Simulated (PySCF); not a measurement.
AlH2, SMILES [AlH2+], charge +1.

Geometry: B3LYP-D3(BJ)/def2-TZVPD. The spin state was assumed, not searched. The isomer is the one that the SMILES or the coordinates give; other isomers of the formula were not compared.

Two levels are set side by side: TDA-PBE/def2-TZVPD (PySCF) and ADC(3)/aug-cc-pVDZ (PySCF). Vertical, same geometry; the bases differ. Differences are taken from unrounded values.

| quantity | TDA-PBE |
|---|---|
| lowest singlet excitation (eV) | 6.08 |

**Question.** These are the TDA-PBE values. What does ADC(3) give? (The exact figures need the calculation; the answer reports its results.)

**Answer.** 
| quantity | ADC(3) | TDA-PBE minus ADC(3) |
|---|---|---|
| lowest singlet excitation (eV) | 6.26 | -0.18 |

Rough cost on one machine, each run with all the roots and properties that it gave: ADC(3) against TDA-PBE about 9 times.
